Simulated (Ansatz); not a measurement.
The cluster AuCl₂⁺. Charge 1, multiplicity 3. Geometry PBE0-D4/def2-TZVP, that of the neutral doublet; atoms count from 1.

Cartesian coordinates in Å:
```
Au 0.000 0.000 0.000
Cl -0.511 1.991 0.789
Cl 0.511 -1.991 -0.789
```

In the def2 sets Au takes a core potential; there is no spin–orbit coupling. The structure comes from a short search, and lower isomers may exist.

**Question.** Estimate the Mulliken populations from the PBE0/def2-TZVP orbitals of Ansatz.

**Answer.** 
```csv
atom,charge (e),spin (α − β),d electrons
Au1,0.72,0.48,9.19
Cl2,0.14,0.76,–
Cl3,0.14,0.76,–
```
Mulliken values and Mayer orders depend strongly on the basis.

**Question.** Where does the spin sit?

**Answer.** Summed by element: Au 0.48, Cl 1.52, of 2 unpaired in all. Largest on single atoms: Cl2 0.76, Cl3 0.76, Au1 0.48.

**Question.** And the Mayer bond orders between bonded heavy atoms (over 0.3)?

**Answer.** Au1–Cl2 1.09 (2.20 Å); Au1–Cl3 1.09 (2.20 Å). Values over 0.3 also appear between atoms too far apart for a bond (Cl2–Cl3 0.39 at 4.40 Å); they arise where an orbital or an unpaired electron spreads over both atoms.
